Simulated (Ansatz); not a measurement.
`C[SiH2][SiH2]F` + `OCC1CC1` → `C[SiH2][SiH](O)F` + `CC1CC1`  (formal exchange of groups at the Si–H bond)

Isolated molecules relaxed with PBE0-D4/def2-TZVP in Ansatz; ΔE leaves out vibrations. CBS: MP2 limit from def2 TZ/QZ plus the TZ coupled-cluster correction, frozen cores. Each species was taken in one conformer, which may not be the lowest.

`C[SiH2][SiH2]F`:

Cartesian coordinates in Å:
```
C 1.482 -0.403 0.826
Si 0.438 0.705 -0.269
Si -1.729 -0.144 -0.546
F -1.652 -1.625 -1.175
H 1.566 -1.402 0.392
H 2.488 0.006 0.941
H 1.036 -0.500 1.818
H 1.069 0.866 -1.609
H 0.297 2.063 0.331
H -2.445 -0.257 0.755
H -2.549 0.692 -1.463
```

`OCC1CC1`:

Z-matrix (Å, degrees):
```
C
C 1 1.498
O 1 1.412 2 112.8
H 1 1.101 2 109.1 3 123.9
H 1 1.093 2 110.7 3 -118.3
C 2 1.502 1 118.9 3 -83.2
C 2 1.495 1 119.6 3 -153.1
H 2 1.085 1 114.6 3 60.8
H 3 0.961 1 107.5 2 50.6
H 6 1.083 2 118.5 1 142.5
H 6 1.085 2 117.8 1 -2.3
H 7 1.082 2 118.2 1 -143.5
H 7 1.084 2 117.6 1 0.6
```

`C[SiH2][SiH](O)F`:

```xyz
12

C     1.274    0.531   -1.327
Si    1.026   -0.078    0.428
Si   -1.218   -0.616    0.811
O    -2.094    0.698    0.369
F    -1.632   -1.871   -0.104
H     1.001   -0.245   -2.045
H     2.317    0.806   -1.500
H     0.650    1.406   -1.517
H     1.423    0.966    1.416
H     1.854   -1.288    0.697
H    -1.569   -1.026    2.199
H    -3.031    0.717    0.573
```

`CC1CC1`:

```xyz
12

C     0.988   -0.395    1.013
C     0.008    0.470    0.274
C    -1.221   -0.135   -0.329
C    -0.115    0.362   -1.214
H     1.989    0.044    1.011
H     0.686   -0.541    2.054
H     1.058   -1.382    0.547
H    -0.115    1.469    0.682
H    -2.146    0.428   -0.301
H    -1.347   -1.207   -0.235
H     0.501   -0.376   -1.713
H    -0.286    1.264   -1.788
```

```csv
species,CCSD(T)/def2-TZVPP energy (Eh)
`C[SiH2][SiH2]F`,-720.15273
`OCC1CC1`,-232.04161
`C[SiH2][SiH](O)F`,-795.35125
`CC1CC1`,-156.91533
```

(1) Work out ΔE.

Largest T1 diagnostic among the species: 0.012.

Answers

(1) ΔE = (-795.35125) + (-156.91533) − (-720.15273) − (-232.04161) = -0.07224 Eh = -189.7 kJ/mol. CCSD(T)/CBS gives -192.8 kJ/mol.

From PBE to PBE0 (25 % exact exchange), in def2-TZVPP and without D4, ΔE moves by −4.3 kJ/mol.
